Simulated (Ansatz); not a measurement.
Molecule: C3H10Si, net charge 0, singlet state. 
Coordinates optimised at B3LYP-D3(BJ)/def2-TZVP (Ansatz, a quantum-chemistry and plane-wave program):
SMILES: C[SiH](C)C
```xyz
14

Si     0.0839    -0.0328     0.3680
C      1.6437    -0.3337    -0.6338
C     -1.2241    -1.3084    -0.0671
C     -0.5677     1.7000     0.0512
H      0.4134    -0.1615     1.8143
H      2.4215     0.3905    -0.3820
H      2.0455    -1.3325    -0.4498
H      1.4412    -0.2475    -1.7043
H     -0.8673    -2.3224     0.1259
H     -1.4931    -1.2448    -1.1244
H     -2.1338    -1.1577     0.5181
H     -0.8214     1.8334    -1.0034
H     -1.4670     1.8980     0.6383
H      0.1753     2.4562     0.3137
```
Charge 0, spin multiplicity 1.

Total electronic energies in hartree. Correlated levels leave the core frozen unless marked. Spin-orbit coupling is left out. Non-relativistic. Basis-set limits of correlation are two-point, X^-3; Hartree-Fock from the larger set.

```json
[
 {"level": "HF/6-31G*", "program": "Ansatz", "energy (Eh)": "-408.36624"},
 {"level": "BLYP-D3(BJ)/def2-TZVPD", "program": "Ansatz + dftd3", "energy (Eh)": "-409.84652"},
 {"level": "r2SCAN/def2-TZVPD", "program": "Ansatz", "energy (Eh)": "-409.80924"},
 {"level": "PBE0/STO-3G", "program": "Ansatz", "energy (Eh)": "(withheld)"},
 {"level": "wB97X/def2-TZVPD", "program": "Ansatz", "energy (Eh)": "-409.88159"},
 {"level": "B2PLYP-D3(BJ)/def2-TZVPD", "program": "Ansatz + dftd3", "energy (Eh)": "-409.67225"},
 {"level": "PBE-QIDH/def2-TZVPD", "program": "Ansatz", "energy (Eh)": "(withheld)"},
 {"level": "MP2/cc-pwCVTZ", "program": "Ansatz", "energy (Eh)": "-409.12920"},
 {"level": "CCSD(T)/CBS(aug-cc-pV(T+d)Z,aug-cc-pV(Q+d)Z)", "program": "Ansatz", "energy (Eh)": "-409.2787"}
]
```

**Question.** Fill in the missing entries.

**Answer.** 
- PBE0/STO-3G, energy (Eh): -404.85520
- PBE-QIDH/def2-TZVPD, energy (Eh): -409.53279
